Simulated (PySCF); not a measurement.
# C₆ coefficients of unlike pairs at PBE

Calculated with PySCF 2.14 from the dipole response of each species, C₆(A,B) = (3/π) ∫ α_A(iu) α_B(iu) du, in atomic units, from isotropic polarisabilities. For ions this is the dispersion term alone; charge-induced terms of lower order in 1/R come first.

```
species       configuration                                                                             basis      relativity  α (bohr³)  C₆ (like pair)
   Ta³⁺  [Xe] 4f14 5d2 (3F)                                       aug-cc-pwCVTZ-PP with ECP60MDF (8s8p7d4f3g)  core potential      7.425           33.54
      O   [He] 2s2 2p4 (3P)                                                            dyall-av3z (15s9p3d2f)            none      5.436           16.62
     F⁺   [He] 2s2 2p4 (3P)  aug-cc-pVQZ with one added diffuse shell each of s, p, d, f, g type (7s6p5d4f3g)            none      1.891           3.544
    S²⁺   [Ne] 3s2 3p2 (3P)                                                         aug-cc-pVTZ-DK (6s5p3d2f)   spin-free X2C      7.241           26.21
```

(1) Estimate C₆ for S²⁺ with Ta³⁺.

No spin-orbit coupling is included.

The other pairs:

| pair | C₆ |
| --- | --- |
| O, Ta³⁺ | 23.51 |
| S²⁺, O | 20.75 |
| F⁺, O | 7.442 |
| F⁺, Ta³⁺ | 10.75 |
| S²⁺, F⁺ | 9.047 |

Results:

(1) The integral gives 29.09. The combination rule 2 C_A C_B / (C_A α_B/α_A + C_B α_A/α_B) gives 29.50 and the geometric mean 29.65.
